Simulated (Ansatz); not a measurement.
Input file:

```yaml
crystal:
  periodic: [false, false, false]
  atoms:
    - { symbol: Al, position_ang: [0.07307, -0.159915, 0.024304] }
    - { symbol: "N", position_ang: [0.004804, 0.113374, 1.777884] }
    - { symbol: H, position_ang: [-0.833053, 0.083647, 2.349054] }
    - { symbol: H, position_ang: [0.804532, 0.333645, 2.362723] }
    - { symbol: "N", position_ang: [1.587726, 0.025951, -0.873552] }
    - { symbol: H, position_ang: [1.674227, -0.1496, -1.869116] }
    - { symbol: H, position_ang: [2.479143, 0.325688, -0.495036] }
    - { symbol: O, position_ang: [-1.299101, -0.613844, -0.885245] }
    - { symbol: H, position_ang: [-2.177947, -0.805645, -0.552516] }
basis:
  gaussian: { orbitals: def2-SVP }
hamiltonian:
  xc: b3lyp
  dispersion: d4
md:
  timestep: 1.0
  n_steps: 500
  ensemble: nvt_langevin
  temperature: 500.0
  initial_velocities: maxwell_boltzmann
  seed: 868135
  friction: 0.01
```

Launched with:

```bash
$ ansatz run input.yaml --threads 2 --pin off --max-ram 3072MiB --backend cpu --events-out ev --progress --plain --runs-dir out
```

Hardware: 2 threads of Arm Neoverse V1, with other jobs on the host.

Task: Roughly how long does this run take, and how much memory?

Result: 12 min, with a peak of 0.16 GiB, for 501 ionic steps.
